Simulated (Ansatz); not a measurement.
CH7GeNSi can be A, `[CH2]1[SiH2][NH][GeH2]1`, or B, `[SiH3]/N=[CH]\[GeH3]`.

Computed with Ansatz on PBE0-D4/def2-TZVP structures; ΔE is electronic, products minus reactants. CCSD(T)/CBS is the MP2 limit (def2-TZVPP, def2-QZVPP) plus CCSD(T) − MP2 in def2-TZVPP, frozen cores. DFT in def2-TZVPP. B3LYP here is the variant with VWN-RPA as its local correlation; programs differ in this. For Ge outer-core shells are correlated without core-valence functions, which leaves a few kJ/mol of doubt a bond. Scalar relativity is left out up to krypton.

Which isomer does CCSD(T)/CBS put lower? Give the gap. (Best estimate.)

The calculation gave: A, by 177.9 kJ/mol.

Give E(B) − E(A) in kJ/mol with ωB97M-V, CCSD(T)/def2-TZVPP, B3LYP, B3LYP-D4, r2SCAN-D4, B2PLYP, PBE-D4. (Estimate.)

Computed: ωB97M-V 175.6, CCSD(T)/def2-TZVPP 171.4, B3LYP 148.5, B3LYP-D4 151.3, r2SCAN-D4 171.9, B2PLYP 162.9, PBE-D4 162.1. None reverses the order clearly.

Largest T1 diagnostic: 0.013.

In def2-TZVPP, CCSD(T) changes the Hartree–Fock value by +17.9 kJ/mol (the triples alone add −1.6 kJ/mol) and MP2 by +37.0 kJ/mol. From PBE to PBE0 (25 % exact exchange), in def2-TZVPP and without D4, E(B) − E(A) moves by +19.0 kJ/mol.
